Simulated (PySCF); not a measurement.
Compound: N-(3-methylbutyl)acetamide, C7H15NO.
Structure used (PBE0-D3(BJ)/def2-SVP), in Å, numbered top down from 1:
```
atom  x, y, z in Å
C1     3.933    0.022    0.681
C2     2.490    0.467    0.790
O3     2.038    0.984    1.792
N4     1.738    0.234   -0.324
C5     0.327    0.520   -0.376
C6    -0.534   -0.735   -0.430
C7    -2.037   -0.470   -0.538
C8    -2.576    0.300    0.664
C9    -2.796   -1.778   -0.729
H10    4.405    0.405   -0.237
H11    3.993   -1.078    0.658
H12    4.480    0.389    1.556
H13    2.166   -0.245   -1.106
H14    0.113    1.100    0.532
H15    0.104    1.169   -1.242
H16   -0.220   -1.350   -1.294
H17   -0.331   -1.343    0.469
H18   -2.201    0.151   -1.440
H19   -3.660    0.466    0.572
H20   -2.403   -0.263    1.597
H21   -2.100    1.285    0.779
H22   -2.448   -2.321   -1.622
H23   -2.657   -2.441    0.140
H24   -3.877   -1.601   -0.842
```

Theory: PBE0-D3(BJ)/def2-SVP geometry optimisation, gas phase in PySCF 2.14.0.

Masses are those of the commonest isotopes; rigid-rotor values at the optimised geometry. The values belong to one conformer with, in the numbering `[CH3:1][C:2](=[O:3])[NH:4][CH2:5][CH2:6][CH:7]([CH3:8])[CH3:9]`, C1–C2–N4–C5 176°, C2–N4–C5–C6 -110°, N4–C5–C6–C7 -178°, C5–C6–C7–C8 -62°.

Q: What are A, B and C (MHz)?

A: Ia = 133.60, Ib = 795.11, Ic = 860.42 u·Å²; 505379 MHz·u·Å²/I gives A = 3783, B = 635.6, C = 587.4 MHz.

Q: Classify the top.

A: A near-prolate asymmetric top; Ray's κ = -0.970.

Q: Is it planar, by Δ = Ic − Ia − Ib?

A: Not planar: Δ = Ic − Ia − Ib = -68.29 u·Å². For a rigid frame Δ = −2 Σ m c², so Σ m c² = 34.14 u·Å² lies off the ab plane: 14.21 from hydrogen and 19.94 from heavier atoms. The atom farthest from that plane is 1.86 Å away.

Q: Which lines would a microwave search look for?

A: The dipole components are |μa| = 0.65 D, |μb| = 3.41 D, |μc| = 0.90 D. The squared components, which scale the intensities, stand as 0.04 : 1.00 : 0.07 (a : b : c). Some lines, for components of 0.1 D or more:

```json
{"type": "a", "branch": "R", "J(Ka,Kc)": "1(0,1) ← 0(0,0)", "MHz": "1223", "lower level (cm⁻¹)": "0.000"}
{"type": "a", "branch": "R", "J(Ka,Kc)": "2(1,2) ← 1(1,1)", "MHz": "2398", "lower level (cm⁻¹)": "0.146"}
{"type": "a", "branch": "R", "J(Ka,Kc)": "2(0,2) ← 1(0,1)", "MHz": "2445", "lower level (cm⁻¹)": "0.041"}
{"type": "a", "branch": "R", "J(Ka,Kc)": "2(1,1) ← 1(1,0)", "MHz": "2494", "lower level (cm⁻¹)": "0.147"}
{"type": "c", "branch": "Q", "J(Ka,Kc)": "2(1,2) ← 2(0,2)", "MHz": "3099", "lower level (cm⁻¹)": "0.122"}
{"type": "c", "branch": "Q", "J(Ka,Kc)": "1(1,1) ← 1(0,1)", "MHz": "3147", "lower level (cm⁻¹)": "0.041"}
{"type": "b", "branch": "Q", "J(Ka,Kc)": "1(1,0) ← 1(0,1)", "MHz": "3195", "lower level (cm⁻¹)": "0.041"}
{"type": "b", "branch": "Q", "J(Ka,Kc)": "2(1,1) ← 2(0,2)", "MHz": "3244", "lower level (cm⁻¹)": "0.122"}
{"type": "b", "branch": "R", "J(Ka,Kc)": "1(1,1) ← 0(0,0)", "MHz": "4370", "lower level (cm⁻¹)": "0.000"}
{"type": "c", "branch": "R", "J(Ka,Kc)": "1(1,0) ← 0(0,0)", "MHz": "4418", "lower level (cm⁻¹)": "0.000"}
{"type": "b", "branch": "R", "J(Ka,Kc)": "2(1,2) ← 1(0,1)", "MHz": "5545", "lower level (cm⁻¹)": "0.041"}
{"type": "c", "branch": "R", "J(Ka,Kc)": "2(1,1) ← 1(0,1)", "MHz": "5690", "lower level (cm⁻¹)": "0.041"}
{"type": "c", "branch": "Q", "J(Ka,Kc)": "2(2,1) ← 2(1,1)", "MHz": "9442", "lower level (cm⁻¹)": "0.231"}
{"type": "b", "branch": "Q", "J(Ka,Kc)": "2(2,0) ← 2(1,1)", "MHz": "9442", "lower level (cm⁻¹)": "0.231"}
{"type": "b", "branch": "Q", "J(Ka,Kc)": "2(2,1) ← 2(1,2)", "MHz": "9586", "lower level (cm⁻¹)": "0.226"}
{"type": "b", "branch": "R", "J(Ka,Kc)": "2(2,1) ← 1(1,0)", "MHz": "11936", "lower level (cm⁻¹)": "0.147"}
{"type": "c", "branch": "R", "J(Ka,Kc)": "2(2,0) ← 1(1,0)", "MHz": "11936", "lower level (cm⁻¹)": "0.147"}
{"type": "c", "branch": "R", "J(Ka,Kc)": "2(2,1) ← 1(1,1)", "MHz": "11984", "lower level (cm⁻¹)": "0.146"}
{"type": "b", "branch": "R", "J(Ka,Kc)": "2(2,0) ← 1(1,1)", "MHz": "11985", "lower level (cm⁻¹)": "0.146"}
```

Q: Estimate the classical rotational partition function at 10 K, 25 K and 500 K.

A: Point group C1, symmetry number σ = 1; q = (√π/σ)·√((kT/h)³/(ABC)), k/h = 20836.6 MHz/K: 4490 at 10 K, 17700 at 25 K, 1590000 at 500 K.

Whether it is a minimum is left open (no frequencies). No vibrational averaging or centrifugal distortion is included, and the geometry carries the error of its method. A rigid rotor knows nothing of internal rotation, which can split or shift real lines. Quadrupole hyperfine structure (14N) is left out.
